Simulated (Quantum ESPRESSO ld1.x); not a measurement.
The run below uses ld1.x (Quantum ESPRESSO 7.5).

```
 &input
    atom='Li',
    iswitch=1,
    rel=1,
    lsd=1,
    dft='SLA-VWN',
    config='1s1 1s0.2',
    verbosity='high',
    prefix='ld1',
    max_out_wfc=37,
    file_charge='ld1.rho',
 /
```

Command: `OMP_NUM_THREADS=1 ld1.x < ld1.in > ld1.out`

Output:

```
     Program LD1 v.7.5 starts

     --------------------------- All-electron run ----------------------------

     scalar relativistic calculation

     atomic number is  3.00
     dft =SLA-VWN   lsd =1 sic =0 latt =0  beta=0.20 tr2=1.0E-14
     Exchange-correlation= SLA-VWN
                           (   1   2   0   0   0   0   0)
     mesh =1713 r(mesh) =  99.22477 a.u. xmin = -8.00 dx = 0.00800
     1 Ry =  13.60569312 eV, c = 137.03599908

     n l     nl                  e(Ry)          e(Ha)          e(eV)
     1 0     1S 1( 1.00)      -6.843849341      -3.421924671    -93.1153139
     1 0     1S 2( 0.20)      -6.134086837      -3.067043419    -83.4585031

     final scf error:  8.8E-16 reached in  11 iterations

     Etot =     -10.055102 Ry,      -5.027551 Ha,    -136.806629 eV
     Total magnetization:    0.80 Bohr mag.

     Ekin =       9.974269 Ry,       4.987134 Ha,     135.706836 eV
     Encl =     -20.751997 Ry,     -10.375998 Ha,    -282.345299 eV
     Eh   =       2.573787 Ry,       1.286894 Ha,      35.018157 eV
     Exc  =      -1.851161 Ry,      -0.925580 Ha,     -25.186324 eV

     normalization and overlap integrals

     s(1S/1S) =  1.000000  <r> =   0.5223  <r2> =    0.3669  r(max) =   0.3414
     s(1S/1S) =  1.000000  <r> =   0.5486  <r2> =    0.4068  r(max) =   0.3525

     ------------------------ End of All-electron run ------------------------
```

Run on one thread of a shared host, so times are rough (Intel(R) Xeon(R) Processor @ 2.60GHz): 0.51 s of CPU time, 0.54 s wall, 11 iterations on 1713 mesh points.
